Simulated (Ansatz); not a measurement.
`[BH2][GeH]([CH3])[CH3]` → `C[BH][GeH2][CH3]`  (isomerisation)

Program: Ansatz. Geometries: PBE0-D4/def2-TZVP. ΔE: electronic, gas phase. CCSD(T)/CBS adds triple-zeta CCSD(T) − MP2 to the extrapolated MP2 energy (def2 sets, frozen cores). For Ge outer-core shells are correlated without core-valence functions, which leaves a few kJ/mol of doubt a bond. Scalar relativity is left out up to krypton. One conformer a species, not always the lowest.

```csv
species,HF/CBS(def2) energy (Eh)
`[BH2][GeH]([CH3])[CH3]`,-2181.09384
`C[BH][GeH2][CH3]`,-2181.10230
```

Question: Work out ΔE.

Answer: ΔE = (-2181.10230) − (-2181.09384) = -0.00846 Eh = -22.2 kJ/mol. CCSD(T)/CBS gives -22.5 kJ/mol.

Largest T1 diagnostic among the species: 0.011.
